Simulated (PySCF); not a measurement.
Computed IR spectrum (relative IR intensity) of a molecule CH8FNOSi2. Geometry: PBE0-D3(BJ)/def2-SVP. The values are those of a single conformer. Method: PBE0-D3(BJ)/def2-SVP in PySCF. Frequencies are harmonic and unscaled.

```json
[
 {"ν (cm⁻¹)": "220", "relative intensity": "2.5"},
 {"ν (cm⁻¹)": "301", "relative intensity": "3.2"},
 {"ν (cm⁻¹)": "334", "relative intensity": "2.7"},
 {"ν (cm⁻¹)": "368", "relative intensity": "34"},
 {"ν (cm⁻¹)": "435", "relative intensity": "21"},
 {"ν (cm⁻¹)": "502", "relative intensity": "3.8"},
 {"ν (cm⁻¹)": "741", "relative intensity": "9.1"},
 {"ν (cm⁻¹)": "767", "relative intensity": "11"},
 {"ν (cm⁻¹)": "825", "relative intensity": "14"},
 {"ν (cm⁻¹)": "849", "relative intensity": "5.7"},
 {"ν (cm⁻¹)": "881", "relative intensity": "4.8"},
 {"ν (cm⁻¹)": "902", "relative intensity": "80"},
 {"ν (cm⁻¹)": "946", "relative intensity": "56"},
 {"ν (cm⁻¹)": "966", "relative intensity": "71"},
 {"ν (cm⁻¹)": "983", "relative intensity": "43"},
 {"ν (cm⁻¹)": "1082", "relative intensity": "100"},
 {"ν (cm⁻¹)": "1266", "relative intensity": "11"},
 {"ν (cm⁻¹)": "1535", "relative intensity": "18"},
 {"ν (cm⁻¹)": "2221", "relative intensity": "38"},
 {"ν (cm⁻¹)": "2248", "relative intensity": "35"},
 {"ν (cm⁻¹)": "2305", "relative intensity": "40"},
 {"ν (cm⁻¹)": "3619", "relative intensity": "11"},
 {"ν (cm⁻¹)": "3720", "relative intensity": "12"}
]
```

Question: Pick the molecule that these values belong to.
(A) O[Si@H](F)NC[SiH3]
(B) C[SiH2]O[Si@@H](N)F
(C) N[Si@H](F)OC[SiH3]
(D) C[Si@@](N)(O)[SiH2]F

Answer: B, C[SiH2]O[Si@@H](N)F
